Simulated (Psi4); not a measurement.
BFO, triplet, at a GFN2-xTB geometry (a higher spin typed on purpose: for a closed-shell molecule this is an excited state), atoms displaced at random by about 0.08 Å a coordinate; Psi4 with B3LYP/6-31G, gradient.

Psi4 was given this input:
```
memory 2 GB

molecule mol {
0 3
F    -0.908050    0.349820    0.117246
B    -0.100906   -0.564289   -0.391473
O     1.074012   -0.107301    0.126510
symmetry c1
no_reorient
no_com
}

set {
  basis 6-31g
  reference uks
}

gradient('b3lyp')
print_variables()
```

Output, abridged:

```
gradient() will perform analytic gradient computation.

   => Loading Basis Set <=

    Name: 6-31G
    Role: ORBITAL
    Keyword: BASIS

         ---------------------------------------------------------
                                   SCF
               by Justin Turney, Rob Parrish, Andy Simmonett
                          and Daniel G. A. Smith
                              UKS Reference
         ---------------------------------------------------------

  ==> Geometry <==

    Molecular point group: c1
    Full point group: C1

    Geometry (in Angstrom), charge = 0, multiplicity = 3:

       Center              X                  Y                   Z               Mass
    ------------   -----------------  -----------------  -----------------  -----------------
         F           -0.908050000000     0.349820000000     0.117246000000    18.998403162730
         B           -0.100906000000    -0.564289000000    -0.391473000000    11.009305360000
         O            1.074012000000    -0.107301000000     0.126510000000    15.994914619570

  Running in c1 symmetry.

  Rotational constants: A =      2.60799  B =      0.46829  C =      0.39729 [cm^-1]
  Rotational constants: A =  78185.56642  B =  14039.06121  C =  11910.57756 [MHz]
  Nuclear repulsion =   52.283666187576515

  Charge       = 0
  Multiplicity = 3
  Electrons    = 22
  Nalpha       = 12
  Nbeta        = 10

  ==> Algorithm <==

  SCF Algorithm Type is DF.
  DIIS enabled.
  MOM disabled.
  Fractional occupation disabled.
  Guess Type is SAD.
  Energy threshold   = 1.00e-08
  Density threshold  = 1.00e-08
  Integral threshold = 1.00e-12

  ==> Primary Basis <==

  Basis Set: 6-31G
    Blend: 6-31G
    Number of shells: 15
    Number of basis functions: 27
    Number of Cartesian functions: 27
    Spherical Harmonics?: false
    Max angular momentum: 1

  ==> DFT Potential <==

   => LibXC <=

    Version 7.1.2
    S. Lehtola, C. Steigemann, M. J. T. Oliveira, and M. A. L. Marques,  SoftwareX 7, 1–5 (2018) (10.1016/j.softx.2017.11.002)

   => Composite Functional: B3LYP <=

    B3LYP Hyb-GGA Exchange-Correlation Functional

    P. J. Stephens, F. J. Devlin, C. F. Chabalowski, and M. J. Frisch,  J. Phys. Chem. 98, 11623 (1994) (10.1021/j100096a001)

    Deriv               =              1
    GGA                 =           TRUE
    Meta                =          FALSE

    Exchange Hybrid     =           TRUE
    MP2 Hybrid          =          FALSE

   => Exchange Functionals <=

    0.0800   Slater exchange
    0.7200         Becke 88

   => Exact (HF) Exchange <=

    0.2000               HF

   => Correlation Functionals <=

    0.1900   Vosko, Wilk & Nusair (VWN5_RPA)
    0.8100   Lee, Yang & Parr

   => LibXC Density Thresholds  <==

    XC_HYB_GGA_XC_B3LYP:  1.00E-15

   => Molecular Quadrature <=

    Radial Scheme          =       TREUTLER
    Pruning Scheme         =           NONE
    Nuclear Scheme         =       TREUTLER

    Blocking Scheme        =         OCTREE
    BS radius alpha        =              1
    Pruning alpha          =              1
    Radial Points          =             75
    Spherical Points       =            302
    Total Points           =          64737
    Total Blocks           =            548
    Max Points             =            256
    Max Functions          =             27
    Weights Tolerance      =       1.00E-15

   => Loading Basis Set <=

    Name: (6-31G AUX)
    Role: JKFIT
    Keyword: DF_BASIS_SCF

  ==> Integral Setup <==

  SCF_SUBTYPE=INCORE selected. In-core MEM_DF algorithm will be used.
  Using in-core AOs.

  ==> MemDFJK: Density-Fitted J/K Matrices <==

    J tasked:                   Yes
    K tasked:                   Yes
    wK tasked:                   No
    Algorithm:                 Core
    Schwarz Cutoff:           1E-12
    Mask sparsity (%):       0.2743
    Fitting Condition:        1E-10

   => Auxiliary Basis Set <=

  Basis Set: (6-31G AUX)
    Blend: CC-PVDZ-JKFIT
[...]
  @DF-UKS Final Energy:  -199.78119450017041
    Total Energy =                       -199.7811945001704146
[...]
 Magnitude           :                                                    0.5262410

 ------------------------------------------------------------------------------------

         ------------------------------------------------------------
                                   SCF GRAD
                          Rob Parrish, Justin Turney,
                       Andy Simmonett, and Alex Sokolov
         ------------------------------------------------------------

  ==> Geometry <==

    Molecular point group: c1
    Full point group: C1

    Geometry (in Angstrom), charge = 0, multiplicity = 3:

       Center              X                  Y                   Z               Mass
    ------------   -----------------  -----------------  -----------------  -----------------
         F           -0.908050000000     0.349820000000     0.117246000000    18.998403162730
         B           -0.100906000000    -0.564289000000    -0.391473000000    11.009305360000
         O            1.074012000000    -0.107301000000     0.126510000000    15.994914619570

  Nuclear repulsion =   52.283666187576515

  ==> Basis Set <==

  Basis Set: 6-31G
    Blend: 6-31G
    Number of shells: 15
    Number of basis functions: 27
    Number of Cartesian functions: 27
    Spherical Harmonics?: false
    Max angular momentum: 1

  ==> DFJKGrad: Density-Fitted SCF Gradients <==

    Gradient:                    1
    J tasked:                  Yes
    K tasked:                  Yes
    wK tasked:                  No
    Integrals threads:           1
    Schwarz Cutoff:          1E-12
    Fitting Condition:       1E-10

   => Auxiliary Basis Set <=

  Basis Set: (6-31G AUX)
    Blend: CC-PVDZ-JKFIT
    Number of shells: 72
    Number of basis functions: 243
    Number of Cartesian functions: 243
    Spherical Harmonics?: false
    Max angular momentum: 3

  ==> DFT Potential <==

   => LibXC <=

    Version 7.1.2
    S. Lehtola, C. Steigemann, M. J. T. Oliveira, and M. A. L. Marques,  SoftwareX 7, 1–5 (2018) (10.1016/j.softx.2017.11.002)

   => Composite Functional: B3LYP <=

    B3LYP Hyb-GGA Exchange-Correlation Functional

    P. J. Stephens, F. J. Devlin, C. F. Chabalowski, and M. J. Frisch,  J. Phys. Chem. 98, 11623 (1994) (10.1021/j100096a001)

    Deriv               =              1
    GGA                 =           TRUE
    Meta                =          FALSE

    Exchange Hybrid     =           TRUE
    MP2 Hybrid          =          FALSE

   => Exchange Functionals <=

    0.0800   Slater exchange
    0.7200         Becke 88

   => Exact (HF) Exchange <=

    0.2000               HF

   => Correlation Functionals <=

    0.1900   Vosko, Wilk & Nusair (VWN5_RPA)
    0.8100   Lee, Yang & Parr

   => LibXC Density Thresholds  <==

    XC_HYB_GGA_XC_B3LYP:  1.00E-15

   => Molecular Quadrature <=

    Radial Scheme          =       TREUTLER
    Pruning Scheme         =           NONE
    Nuclear Scheme         =       TREUTLER

    Blocking Scheme        =         OCTREE
    BS radius alpha        =              1
    Pruning alpha          =              1
    Radial Points          =             75
    Spherical Points       =            302
    Total Points           =          64737
    Total Blocks           =            548
    Max Points             =            256
    Max Functions          =             27
    Weights Tolerance      =       1.00E-15

  -Total Gradient:
     Atom            X                  Y                   Z
    ------   -----------------  -----------------  -----------------
       1        0.062088961650    -0.028451820475    -0.009659117675
       2       -0.016362277804     0.017596569421     0.009655053462
       3       -0.045534355332     0.010898603221     0.000066711148

  Variable Map:
  ----------------------------------------------------------------------------
[...]
  Array Variable Map:
  ----------------------------------------------------------------------------
[...]
[...]
```
